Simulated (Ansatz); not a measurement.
A nudged elastic band was laid between two geometries of BCl2H2N + ClH (8 atoms, charge 0, multiplicity 1).

Computed with RKS r2SCAN-D4/def2-SVP in Ansatz.

| Property | Result |
| --- | --- |
| movable images | 5 |
| climbing image | yes |
| spring | 5.0 eV/Å² |
| optimiser | quadratic models (default) |
| start path | through a guess of the saddle point |
| force threshold | 0.2 eV/Å |
| iteration limit | 60 |
| end points | relaxed |

First end point:

```xyz
8
Properties=species:S:1:pos:R:3
B 0.033 -0.321 0.196
N 0.002 -0.182 1.594
H -0.815 -0.446 2.136
H 0.853 -0.077 2.136
Cl 1.542 -0.063 -0.673
Cl -1.445 -0.723 -0.674
Cl -0.712 3.047 1.175
H -0.437 1.801 1.436
```

Last end point:

```xyz
8
Properties=species:S:1:pos:R:3
B -0.099 0.574 0.168
N -0.148 0.164 1.743
H -0.193 -0.855 1.842
H 0.691 0.505 2.222
Cl 1.455 -0.176 -0.457
Cl -1.620 -0.162 -0.548
Cl -0.091 2.409 0.167
H -0.973 0.576 2.189
```

Task: What changes between the two ends?

Result: Bonds broken: Cl7–H8. Bonds formed: B1–Cl7, N2–H8. BCl2H2N + ClH becomes BCl3H3N.

Task: Give the energies along the band, and the barrier.

Result: The run converged. The highest image is number 2 of 0 to 6, 0.63 eV above the first end and 1.27 eV above the last; the last end lies 0.64 eV below the first. The threshold of 0.2 eV/Å is loose, so the images may lie well off the minimum-energy path. The order of the stationary point at the top wasn't checked. The orbitals stay closed-shell, which can raise the energy where a bond breaks towards radicals; this wasn't checked here.

```tsv
image	path coordinate (Å)	energy (eV)	Cl7–H8 (Å)	B1–Cl7 (Å)	N2–H8 (Å)
0	0.00	0.00	1.30	3.59	2.04
1	0.59	0.10	1.32	3.06	1.83
2	1.16	0.63	1.56	2.56	1.29
3	1.77	-0.17	1.98	2.01	1.05
4	2.34	-0.57	2.55	1.84	1.02
5	2.92	-0.61	2.70	1.84	1.02
6	3.49	-0.64	2.87	1.84	1.02
```

Task: What is the geometry of the highest image?

Result: 
```xyz
8
Properties=species:S:1:pos:R:3
B -0.060 0.084 0.202
N -0.060 0.091 1.711
H -0.801 -0.454 2.151
H 0.846 -0.075 2.149
Cl 1.507 0.067 -0.589
Cl -1.492 -0.565 -0.581
Cl -0.584 2.544 0.659
H -0.335 1.344 1.624
```

The band took 12 iterations and roughly 5 core-minutes.

Run time: 79 s on 4 threads of Intel(R) Xeon(R) CPU @ 2.60GHz (Ice Lake) (shared host), peak memory 0.19 GiB.
